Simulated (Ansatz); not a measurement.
Ideal-gas functions of ClFMoOS, SMILES `[O]=[Mo]([F])(=[S])[Cl]` at 298.15 K and 1 bar, from an Ansatz frequency run at PBE0-D4/def2-TZVP.

Molar mass 198.46 g/mol, point group C1 (symmetry number 1), electronic degeneracy 1, moments of inertia 200.037, 281.516, 343.454 u Å². Harmonic wavenumbers (cm⁻¹, unscaled): 146, 166, 203, 248, 296, 445, 597, 715, 1070.

Use S(trans) = R[1.5 ln M + 2.5 ln T − 1.1517]; rotational temperatures θ = 24.2544 K / I; S(rot) = R[ln(√π/σ · √(T³/θAθBθC)) + 1.5]; for each mode x = 1.438777 ν̃/T, S = R[x/(eˣ − 1) − ln(1 − e⁻ˣ)] and H = RT x/(eˣ − 1); 1 cm⁻¹ = 0.0119627 kJ/mol; R = 8.31446 J/(mol·K).

Task: By hand: the entropy, in J/(mol·K).

Result: Translation 174.8. Rotation: θ = 0.1212, 0.0862, 0.0706 K, giving 118.3. Vibration, mode by mode: 11.40, 10.38, 8.81, 7.30, 6.02, 3.39, 1.90, 1.21, 0.29, in all 50.7. Electronic 0.0. Sum 343.8 J/(mol·K).

Task: By hand: H − E and G − E in kJ/mol, counted from the electronic energy.

Result: Zero-point energy ½ × 3886 × 0.0119627 = 23.2; thermal vibration 8.7; translation, rotation and pV give 4 RT = 9.9. H − E = 41.8 kJ/mol, and G − E = 41.8 − 298.15 × 343.8/1000 = -60.7 kJ/mol.

Vibration gives 15 % of the entropy, 11.4 J/(mol·K) of it from the mode under 150 cm⁻¹: soft modes count most, and the harmonic formula is weakest for them. The sum counts one conformer and one mirror image; others add a mixing term.
